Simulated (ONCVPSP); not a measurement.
**Before and after: ONCV potential for Br (Z = 35)**

- Element: bromine
- Generator: ONCVPSP 4.0.1
- Type: optimised norm-conserving Vanderbilt (ONCV)
- Functional: PBEsol
- Relativity: scalar-relativistic
- Frozen core: [Ar] 3d10
- Valence charge: 7
- Reference configuration: 4s2 4p5
- Partial waves: 4s: rc 1.45 bohr, ncon 4, nbas 8, qcut 4.4 1/bohr, local; 4p: rc 1.80 bohr, ncon 4, nbas 9, qcut 4.1 1/bohr, 2 projectors, debl 3.7 Ha
- Local potential: the s channel
- Core correction: none

Change: s: qcut 4.5; p: qcut 4.2.

Cutoffs: the cutoffs (Ha) at which the residual kinetic energy of the hardest occupied pseudo-wave falls to 1 and 0.1 mHa per electron; they do not see the model core or the augmentation charge, which bear on the density cutoff. Errors are all-electron minus pseudo energies relative to the spin-unpolarised reference configuration.

**Question.** What does the change do?

**Answer.** The potential gets softer (32 Ha and 75 Ha → 23 Ha and 73 Ha); the errors of the 4 common tests hardly move; neither file shows a bound ghost.

```csv
quantity,base,changed
"cutoff, loose",32 Ha,23 Ha
"cutoff, tight",75 Ha,73 Ha
loose cutoff by channel,"s 32 Ha, p 8.2 Ha","s 23 Ha, p 8.2 Ha"
bound ghosts,none,none
GHOST(+) flags under 300 eV,none,none
"error for 4s2 4p4, meV [ΔE 12.55 eV]",-4.3,-4.3
"error for 4s2 4p3, meV [ΔE 35.33 eV]",-19,-19
"error for 4s2 4p2, meV [ΔE 69.33 eV]",-50,-50
"error for 4s1 4p6, meV [ΔE 12.38 eV]",+4.4,+4.7
s: phases at 1.48 bohr within 0.05 rad from the reference energy up to (Ha; the scan ends near 5),3.2,3.4
p: phases at 1.83 bohr within 0.05 rad from the reference energy up to (Ha; the scan ends near 5),4.4,4.4
```
